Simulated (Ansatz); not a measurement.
How methods differ on BSiNH4S (SMILES S[SiH]1BN1)

The species is BSiNH4S (8 atoms), meant as a singlet with charge 0. As SMILES, `S[SiH]1BN1`. The shape is that of a PBE0-D4/def2-TZVP optimisation. This is one conformer, not always the lowest.

Each level gives the vertical energy of the triplet above the singlet (eV). The values are calculated.

| level | kind | program | value (eV) | CPU time (all runs) |
| --- | --- | --- | --- | --- |
| HF/cc-pVDZ | Hartree–Fock | Ansatz | 4.37 | 14 s |
| BLYP/cc-pVDZ | GGA | Ansatz | 4.37 | 27 s |
| PBE/cc-pVDZ | GGA | Ansatz | 4.29 | 25 s |
| revPBE/cc-pVDZ | GGA | Ansatz | 4.30 | 26 s |
| B3LYP/cc-pVDZ | global hybrid | Ansatz | 4.54 | 42 s |
| BHLYP/cc-pVDZ | global hybrid | Ansatz | 4.66 | 40 s |
| B2PLYP/cc-pVDZ | double hybrid | Ansatz | 4.70 | 55 s |
| MP2/cc-pVDZ | perturbation theory | Ansatz | 4.84 | 16 s |

The values span 4.29 to 4.84 eV. In so small a basis fixed costs decide the times, and correlated methods can beat functionals. Times are those of the runs behind each value, whatever else they computed, on shared processors of several kinds: orders of magnitude only.
